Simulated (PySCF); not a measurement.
Cl2H2OSn, SMILES [Cl][SnH]([Cl])[OH].

The structure is a stationary point at B3LYP-D3(BJ)/def2-SVP. The def2 effective core potentials stand for the cores of Sn; spin–orbit coupling is left out. Other conformers were not sampled.

Level of theory: IEF-PCM-M06-2X/def2-SVP (PySCF 2.14.0).

The values are the electrostatic part of the solvation free energy, E(continuum) − E(gas) at the gas-phase geometry, in a cavity of scaled van der Waals radii (PySCF's table); cavitation and dispersion terms are not included. A continuum can't describe solvent molecules that bind to the metal. In vacuum the orbital gap is 9.64 eV. The dipole moment in vacuum is 1.00 D.

Computed values in water (ε = 78.36), dichloromethane (ε = 8.93), acetone (ε = 20.49):
```csv
solvent,ε,ΔG(elec) (kcal/mol),dipole (D),gap (eV)
water,78.36,-6.9,1.45,9.86
dichloromethane,8.93,-5.8,1.38,9.83
acetone,20.49,-6.4,1.42,9.85
```
